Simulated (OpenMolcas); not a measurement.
# Tb3+: CASPT2 settings compared

| Quantity | Value |
| --- | --- |
| Program | OpenMolcas |
| Basis | ANO-R2 [8s6p4d3f1g] |
| Scalar Hamiltonian | X2C, finite nucleus |
| Active space | 8 electrons in 7 orbitals (4f) |
| State averaging | 2S+1 = 7 even, 7 roots; 2S+1 = 5 even, 77 roots kept (CI in the orbitals of an earlier block, 42 in the spin-orbit step); 2S+1 = 3 even, 45 roots kept (CI in the orbitals of an earlier block, 0 in the spin-orbit step); 2S+1 = 1 even, 1 root kept (CI in the orbitals of an earlier block, 0 in the spin-orbit step) |
| Spin-orbit coupling | state interaction with AMFI integrals over the reference wave functions, term energies averaged over their components |

Methods on the same reference wave functions:
A. CASSCF
B. SS-CASPT2, IPEA 0.2 Eh, sigma1 regulariser 0.2 Eh (closed shells correlated: none)
C. SS-CASPT2, IPEA 0.6 Eh, sigma2 regulariser 0.1 Eh (closed shells correlated: 5s 5p)
D. XMS-CASPT2, IPEA 0.15 Eh, imaginary shift 0.05 Eh (closed shells correlated: 5s 5p)

Energies in cm⁻¹ above 4f⁸ ⁷F₆, the measured ground level; measured values from Martin, Zalubas and Hagan, Atomic Energy Levels: The Rare-Earth Elements, NSRDS-NBS 60 (1978).

```csv
Level,A,B,C,D,Measured
4f⁸ ⁷F₆,0.0,0.0,0.0,0.0,0.0
4f⁸ ⁷F₅,2265,2290,2270,2270,2052
4f⁸ ⁷F₄,3751,3760,3760,3760,3314
4f⁸ ⁷F₃,4789,4790,4790,4790,4292
4f⁸ ⁷F₂,5496,5490,5490,5500,4978
4f⁸ ⁷F₁,5935,5920,5930,5930,5432
4f⁸ ⁷F₀,6145,6130,6140,6140,5654
4f⁸ ⁵D₄,24321,22690,23600,23840,
4f⁸ ⁵D₃,29912,28290,29200,29430,
```

Deviations, from unrounded energies. A percentage is the sum of absolute deviations over the sum of measured energies, with the sign that they share, or ± where signs differ.

```tsv
Against measurement	Levels	A	B	C	D
mean absolute deviation (cm-1)	6	440	440	440	450
fine structure of the ground term (%)	6	+10.3	+10.3	+10.3	+10.4
```

A, B, C, D lie about equally close to measurement. The largest miss of B in the table is 4f⁸ ⁷F₂, by +510 cm-1. The ranking rests on the paired levels alone, and a cruder setting can come out closer through cancelling errors.

Among B to D the level of the table that moves most is 4f⁸ ⁵D₄, by 1200 cm-1 (lowest in B, highest in D). Moves below CASPT2's spread within the term are not significant.

The two smallest mean deviations differ by little beside CASPT2's spread within terms, so their order carries little weight.

The lowest spin-free term lies below A's lowest term by 0.178 hartree in B, 0.540 hartree in C, 0.561 hartree in D.

CASPT2 does not keep the components of a term degenerate, so their means are used; among the terms shown or strongly mixed into the levels shown the widest spread is 150 cm-1 (4f⁸ ⁵D, D). High states are left out of the spin-orbit mixing, which shifts the levels that they would mix with. Terms from blocks run as CI alone lack orbitals of their own. Without dynamic correlation excited terms often stand tens of per cent too high (terms of higher spin than the ground term too low), and those without a measured partner can miss by more than the paired ones (holds for A). Measured partners are found by configuration, term and J. A level has none where our copy of the source lacks it or the pairing is in doubt (some pairs that miss far off the trend of their configuration count as doubtful), and it then counts in no deviation. Levels of configurations outside the active space are missing. The table leaves out levels that lie high or whose names do not pair safely across all columns.
